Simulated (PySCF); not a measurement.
## SeCl4, singlet: molecular constants

All numbers come from PBE0 in PySCF with Se def2-SVP, Cl def2-SVP; no relativity; density-fitted integrals.

The structure is a minimum.

* Point group: C2v
* Bond lengths: Se–Cl 2.166 Å (×2), Se–Cl 2.329 Å (×2)
* Bond angles: Cl–Se–Cl 91.1° (×4), Cl–Se–Cl 102.4°, Cl–Se–Cl 176.4°
* Principal quadrupole moments (Buckingham, traceless) about the centre of mass: -12.99, 5.80, 7.19 D Å
* Enthalpy at 298.15 K above 0 K: 22.15 kJ/mol
* Highest occupied level: -8.22 eV
* Entropy at 298.15 K and 1 bar: 371.6 J/(mol K)
* Rotational constants: 0.05776, 0.03575, 0.02914 cm⁻¹
* Atomisation energy without zero-point energy: 792 kJ/mol
* Dipole moment: 0.03 D
* Lowest empty level: -3.92 eV
* Zero-point energy: 13.0 kJ/mol
* Rotational symmetry number: 2
* Principal polarisabilities: 47.6, 66.8, 105.4 bohr³
* Heat capacity Cp at 298.15 K: 99.0 J/(mol K)

Harmonic modes (masses in u: Se 79.917, Cl 34.969):
```csv
symmetry,ω (cm⁻¹),IR (km/mol),μ (u),type
a1,86,1.6,35.34,bend
b1,122,3.5,40.21,bend
a2,169,0.0,34.97,bend
a1,178,3.4,42.66,bend
b2,196,1.2,37.60,bend
a1,283,5.3,35.34,stretch
b2,344,282,48.04,stretch
b1,394,63.3,43.81,stretch
a1,405,19.9,41.46,stretch
```

In C2v the vibrations span 4a1 + 2b1 + a2 + 2b2. The a2 mode carries no infrared intensity, as symmetry demands.

Charges (e):
| atom | Mulliken | Löwdin | polar tensor | Mayer order to Se1 |
| --- | --- | --- | --- | --- |
| Se1 | 0.68 | 0.44 | 2.06 | – |
| Cl2,3 | -0.28 | -0.23 | -0.67 | 0.80 |
| Cl4,5 | -0.06 | 0.01 | -0.36 | 1.03 |

Mulliken populations on Se1: s 7.89, p 15.06, d 10.38.

Counting electrons, selenium keeps 2 of its valence electrons outside its bonds, so the VSEPR class is AX4E1 and the expected shape is see-saw (C2v), as computed.

The final relaxation and frequency run took of the order of 2.1 core-minutes on a shared host.
